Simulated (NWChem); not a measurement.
Total energies of H6B2

```xyz
8

B      0.0000     0.0000     0.8885
B      0.0000     0.0000    -0.8885
H      0.0000    -0.9883     0.0000
H      1.0494     0.0000     1.4735
H     -1.0494     0.0000     1.4735
H      0.0000     0.9883     0.0000
H      1.0494     0.0000    -1.4735
H     -1.0494     0.0000    -1.4735
```
Charge 0, spin multiplicity 1.

Program: NWChem. All single points use one geometry, from B3LYP/def2-SVP, a minimum by its harmonic frequencies.

Basis set: cc-pVTZ (144 functions).

| method | total energy (Ha) | relative cost |
|---|---|---|
| RHF | -52.83443 | 1 |
| MP2 | -53.09630 | 4 |
| B2PLYP | -53.22528 | 4 |
| PBE | -53.18687 | under 3 |
| B3LYP | -53.31093 | under 3 |
| TPSS | -53.32443 | under 3 |

Total energies of different functionals aren't comparable as a measure of quality: only differences taken within one method are. The cost column gives rough processor time relative to RHF; each entry includes its own SCF.

The correlated methods keep 2 core orbitals frozen. B3LYP has NWChem's definition, with VWN1-RPA local correlation. The structure started from a generated list of species.
